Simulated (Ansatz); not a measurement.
Consider the ligand exchange at the Sn–S bond: `[SH][SnH3]` + `OBO` → `OB[O][SnH3]` + H₂S.

Program: Ansatz. Geometries: PBE0-D4/def2-TZVP. ΔE: electronic, gas phase. CCSD(T)/CBS is the MP2 limit (def2-TZVPP, def2-QZVPP) plus CCSD(T) − MP2 in def2-TZVPP, frozen cores. This one scheme is used for every species. Functionals use def2-TZVPP. B3LYP here is the variant with VWN-RPA as its local correlation; programs differ in this. Elements past krypton have def2 core potentials. For Sn outer-core shells are correlated without core-valence functions, which leaves a few kJ/mol of doubt a bond. One conformer a species, not always the lowest.

```tsv
level	ΔE (kcal/mol)	difference from CCSD(T)/CBS
r2SCAN-D4	7.4	0.9
PBE0-D4	9.3	2.8
B3LYP-D4	7.0	0.5
ωB97X-V	6.5	0.0
B2PLYP	6.9	0.4
PBE	9.0	2.5
PBE0	9.7	3.2
HF/def2-TZVPP	7.3	0.8
MP2/def2-TZVPP	7.0	0.5
SCS-MP2/def2-TZVPP	5.9	-0.6
HF/def2-QZVPP	6.9	0.4
MP2/def2-QZVPP	7.1	0.6
SCS-MP2/def2-QZVPP	6.1	-0.4
HF/CBS(def2)	6.9	0.4
MP2/CBS(def2)	7.4	0.9
CCSD/CBS(def2)	6.7	0.2
CCSD(T)/CBS	6.5	0
```

Largest T1 diagnostic among the species: 0.014.
